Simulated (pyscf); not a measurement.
PySCF, gas phase, ωB97X-D3(BJ)/def2-SVP geometries. MP2 and CC: frozen core, UHF for open shells. ΔMP2 is the change of the MP2 total energy from the triple- to the quadruple-zeta basis.

Q: PBE/def2-TZVP puts the barrier of [H₃C–Al–OH]• -> •H₂C–AlH–OH (hydrogen shift; doublet surface; C–H broken, Al–H formed) at 51.5 kcal/mol and the reaction energy at +21.4 kcal/mol, from the reactant's lowest minimum found. What do B3LYP-D3(BJ)/def2-TZVP, ωB97M-D3(BJ)/def2-TZVP, CCSD(T)/def2-TZVPP + ΔMP2(QZVPP) give on the same structures?

A: B3LYP-D3(BJ): ΔE‡ = 53.9 kcal/mol, ΔE = +16.9 kcal/mol; ωB97M-D3(BJ): ΔE‡ = 55.6 kcal/mol, ΔE = +15.7 kcal/mol; CCSD(T): ΔE‡ = 55.8 kcal/mol, ΔE = +16.4 kcal/mol. PBE's barrier lies under all of them, by 2.3 to 4.2 kcal/mol. Its reaction energy lies over all of them, by 4.4 to 5.6 kcal/mol. Low barriers are usual for a GGA, whose delocalisation error favours stretched bonds. One saddle was located; it need not be the lowest between these sides. The CCSD(T) − MP2 part came from Ansatz, without density fitting, on the same reference. A UHF reference is spin-contaminated (<S²> up to 0.86), which harms MP2 most.
